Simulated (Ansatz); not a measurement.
Basis-set extrapolation for `O[Si](O)([SiH3])O[SiH3]` (PBE0-D4/def2-TZVP geometry, frozen core, Ansatz). Multiplicity 1, RHF reference.

|  | def2-TZVPP | def2-QZVPP |
| --- | --- | --- |
| HF | -1096.395420 | -1096.434950 |
| MP2 correlation | -1.080773 | -1.168190 |
| CCSD(T) correlation | -1.174325 | not run |

Energies in hartree. Use E(X) = E(∞) + A·exp(−7.88·√X) for Hartree–Fock and E(X) = E(∞) + B·X^(−2.97) for correlation, with X = 3 and 4, and add CCSD(T) minus MP2 of the smaller set to the MP2 limit.

**Question.** What is the CCSD(T) energy at the basis-set limit?

**Answer.** HF limit: -1096.434950 + (-0.039530) × 0.13774 = -1096.44039. MP2 limit: -1.168190 + (-0.087417) × 0.74074 = -1.23294. Higher-order term: -1.174325 − (-1.080773) = -0.09355. Total: -1097.76688 hartree, 517.6 kJ/mol below CCSD(T)/def2-TZVPP.
